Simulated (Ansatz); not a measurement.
`Cl[SiH](Cl)I` + `F[C]1=[C](Cl)[GeH2]1` → `F[Si](Cl)(Cl)I` + `Cl[C]1=[CH][GeH2]1` at 600 K and 1 bar (redistribution).

Calculated with Ansatz (gas phase, PBE0-D4/def2-TZVP geometries, no zero-point term in ΔE). CCSD(T)/CBS adds triple-zeta CCSD(T) − MP2 to the extrapolated MP2 energy (def2 sets, frozen cores). Elements past krypton have def2 core potentials. For Ge, I outer-core shells are correlated without core-valence functions, which leaves a few kJ/mol of doubt a bond. Scalar relativity is left out up to krypton.

```csv
species,CCSD(T)/CBS energy (Eh),H − E (kJ/mol),S (J/(mol·K))
`Cl[SiH](Cl)I`,-1506.81701,78.4,404.8
`F[C]1=[C](Cl)[GeH2]1`,-2712.87923,127.9,406.5
`F[Si](Cl)(Cl)I`,-1606.08071,69.2,428.8
`Cl[C]1=[CH][GeH2]1`,-2613.70451,141.6,378.9
```

H − E and S are ideal-gas, rigid-rotor, harmonic terms from PBE0-D4/def2-TZVP. 1 Eh = 2625.50 kJ/mol, R = 8.31446 J/(mol·K).

**Question.** By hand: ΔE, ΔH, ΔS and ΔG.

**Answer.** ΔE = (-1606.08071) + (-2613.70451) − (-1506.81701) − (-2712.87923) = -0.08898 Eh = -233.6 kJ/mol. Δ(H − E) = 69.2 + 141.6 − 78.4 − 127.9 = 4.5, so ΔH = -229.1 kJ/mol. ΔS = 428.8 + 378.9 − 404.8 − 406.5 = -3.6 J/(mol·K). ΔG = -229.1 − 600 × (-3.6)/1000 = -226.9 kJ/mol.

**Question.** By hand: the equilibrium constant, and the temperature at which ΔG would vanish if ΔH and ΔS stayed fixed.

**Answer.** log₁₀ K = −ΔG/(RT ln 10) = 19.8. ΔG = 0 at ΔH/ΔS = 63639 K, far beyond where these terms or the molecules hold.

The number of gas molecules stays the same, so ΔS is small and ΔH decides. A doubt of 5 kJ/mol in ΔE shifts log₁₀ K by 0.4 here. These are equilibria of isolated gas molecules and say nothing of rates. Largest T1 diagnostic: 0.013 (customary marks: 0.02 for closed shells, 0.045 for open ones).
